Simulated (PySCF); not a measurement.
**SMILES CSC(=C=CC#N)C#N, C6H4N2S**

Geometry (Å), atoms numbered from 1 in this order:
```xyz
13

C     2.1875   -0.1452    0.1993
S     1.8246    1.6132    0.2992
C     0.0936    1.5972   -0.0667
C    -0.6087    0.5293   -0.3884
C    -1.2947   -0.5489   -0.6982
C    -1.9101   -1.3841    0.2868
N    -2.4013   -2.0818    1.0713
C    -0.5375    2.8808    0.0094
N    -1.0280    3.9286    0.0715
H     2.0115   -0.5321   -0.8143
H     1.5936   -0.7123    0.9305
H     3.2537   -0.2419    0.4440
H    -1.4187   -0.8511   -1.7475
```

Computed with TDDFT CAM-B3LYP/aug-cc-pVDZ circular dichroism and optical rotation, one conformer, gas phase (PySCF). Geometry: PBE0-D3(BJ)/def2-SVP.

No stereocentre is labelled: unless the shape is locked (an allene, a helicene, a hindered biaryl), the mirror image is equally populated and a measured rotation or CD is zero.

Question: Which excitations and rotatory strengths does the calculation give?

Answer: Rotatory strengths R in 10⁻⁴⁰ esu² cm², velocity form and length form (origin at the centre of mass); f in length form.
```tsv
state	E (eV)	λ (nm)	f	R (velocity)	R (length)	main
1	3.86	321	0.0005	-1.5	-1.4	HOMO→LUMO 0.94
2	5.05	246	0.212	+20.0	+19.4	HOMO→LUMO+1 0.95
3	5.54	224	0.002	-14.0	-14.1	HOMO−1→LUMO+1 0.85
4	5.67	219	0.001	+10.3	+10.5	HOMO→LUMO+2 0.29, HOMO→LUMO+3 0.16
5	6.07	204	0.394	+111.8	+112.8	HOMO−1→LUMO 0.69, HOMO−2→LUMO 0.14
6	6.12	203	0.149	-43.0	-44.6	HOMO−2→LUMO 0.54, HOMO−1→LUMO 0.20
7	6.20	200	0.007	-6.6	-6.4	HOMO→LUMO+2 0.35, HOMO→LUMO+4 0.27
8	6.37	195	0.0008	+4.6	+4.7	HOMO−3→LUMO 0.48, HOMO−4→LUMO 0.40
9	6.58	188	0.035	-21.7	-21.7	HOMO→LUMO+7 0.22, HOMO−2→LUMO+1 0.17
10	6.61	188	0.115	+6.8	+6.9	HOMO−2→LUMO+1 0.55, HOMO→LUMO+7 0.09
11	6.72	184	0.001	+3.4	+3.5	HOMO−3→LUMO+1 0.29, HOMO→LUMO+7 0.24
12	6.94	179	0.011	+2.6	+2.6	HOMO→LUMO+3 0.46, HOMO→LUMO+4 0.38
```

Among the states computed, the strongest CD band (largest |R|) is state 5. The largest dissymmetry factor in size, g = 4R/(D+G), with D and G the electric and magnetic dipole strengths, is +0.086 for state 4 (velocity form, f = 0.001), among bands with |R| over 0.5. The mirror image has the same energies and oscillator strengths and all R with the opposite sign.
